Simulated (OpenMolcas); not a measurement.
How basis sets differ on BNH3O2 (SMILES NB([O])O)

BNH3O2: 7 atoms, total charge 0, spin state doublet. SMILES: `NB([O])O`. The shape is that of a GFN2-xTB optimisation. This is one conformer, not always the lowest.

```xyz
7

N    -0.8018    0.7668    0.0990
B     0.1724   -0.3796    0.0416
O     0.2933   -0.8145    1.2475
O     0.7442   -0.6381   -1.1528
H    -0.3678    1.6752    0.0007
H    -1.4113    0.7504    0.9045
H     1.3710   -1.3602   -1.1406
```

Each level gives the dipole moment (D). The values are calculated.

```tsv
level	kind	program	value (D)	CPU time
UHF/ANO-R0 (sfX2C)	Hartree–Fock	OpenMolcas	2.01	5.8 s
UHF/STO-3G	Hartree–Fock	OpenMolcas	1.76	2 s
UHF/3-21G	Hartree–Fock	OpenMolcas	1.68	2.5 s
UHF/def2-SVP	Hartree–Fock	OpenMolcas	1.38	6.1 s
```

The values span 1.38 to 2.01 D. Sets without polarisation functions give poor dipoles. CPU times are rough (shared hosts, several kinds of processor): they show what a rung costs within a factor of a few.
